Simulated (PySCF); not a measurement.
HNSi, SMILES [NH+]#[Si-].

Geometry optimised at PBE0-D3(BJ)/def2-TZVPD.

Computed with M06-2X/def2-TZVPD (PySCF).

Isolated molecule, no solvent.

```
Quantity                                                                                                        Value
---------------------------------------------------------------------------------------------  ----------------------
total energy                                                                                       -344.81558 hartree
point group                                                                                                       C∞v
highest occupied level                                                                                       -9.34 eV
lowest empty level                                                                                           -0.43 eV
orbital gap                                                                                                   8.92 eV
dipole moment                                                                                               0.117 e·Å
quadrupole, principal values (traceless, Buckingham form, about the centre of nuclear charge)  -1.41, -1.41, 2.82 D·Å
mean static polarisability                                                                       36.0 bohr³ (5.33 Å³)
polarisability, principal values                                                               32.0, 32.0, 44.0 bohr³
```
